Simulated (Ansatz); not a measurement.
Start from `[AlH2][O]CS[SiH3]` and change one atom or group to get `[AlH2][O]CS`.

Ansatz, PBE0-D4/def2-TZVP geometries, multiplicity 1. Each molecule was computed in one conformer, which needn't be the lowest.

| property | `[AlH2][O]CS[SiH3]` |
| --- | --- |
| HOMO–LUMO gap (PBE0/def2-TZVPP) / eV | 6.76 |
| HOMO energy (PBE0/def2-TZVPP) / eV | -7.54 |
| HOMO–LUMO gap (ωB97M-V/def2-TZVPP) / eV | 10.81 |
| HOMO–LUMO gap (B3LYP/def2-TZVPP) / eV | 6.36 |
| LUMO energy (PBE0/def2-TZVPP) / eV | -0.78 |
| size of the dipole moment (ωB97M-V/def2-TZVPP) / D | 2.98 |

**Question.** Give the same properties after the change, and the shifts. (Estimate.)

**Answer.** The calculation gave: 
```csv
property,`[AlH2][O]CS`,shift
HOMO–LUMO gap (PBE0/def2-TZVPP) / eV,6.96,0.20
HOMO energy (PBE0/def2-TZVPP) / eV,-7.60,-0.06
HOMO–LUMO gap (ωB97M-V/def2-TZVPP) / eV,11.01,0.20
HOMO–LUMO gap (B3LYP/def2-TZVPP) / eV,6.50,0.14
LUMO energy (PBE0/def2-TZVPP) / eV,-0.65,0.13
size of the dipole moment (ωB97M-V/def2-TZVPP) / D,2.75,-0.23
```

With PBE0 the HOMO falls by 0.06 eV and the LUMO rises by 0.13 eV, so the gap widens by about 0.19 eV. PBE moves the HOMO by -0.03 eV and ωB97M-V by -0.08 eV. Dipoles are sizes alone; their direction can turn.

B3LYP here is the variant with VWN-RPA as its local correlation; programs differ in this.
